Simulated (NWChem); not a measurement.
# Atomisation of AgCl

```
Ag
Cl 1 2.3008
```
Charge 0, spin multiplicity 1.

All runs are NWChem calculations. All single points use one geometry, from PBE/def2-SVP with def2 effective core potentials on Ag, a minimum by its harmonic frequencies.

Basis set: def2-TZVP. The atomisation energy is electronic alone: no zero-point, thermal, spin-orbit or counterpoise terms. No value is extrapolated to the basis-set limit. Free atoms are single determinants with multiplicities Ag 2, Cl 2.

Effective core potentials replace the inner electrons of Ag; spin-orbit coupling is left out. B3LYP has NWChem's definition, with VWN1-RPA local correlation. The structure started from a generated list of species. No SCF solution was tested for a lower state. Open-shell Hartree-Fock references start from PBE0 orbitals.

Question: For the atomisation energy, HF gives 48.9 kcal/mol and B3LYP gives 67.0 kcal/mol. What do PBE0, PBE, BHandHLYP give?

Answer: PBE0: 70.8 kcal/mol; PBE: 72.6 kcal/mol; BHandHLYP: 65.4 kcal/mol.
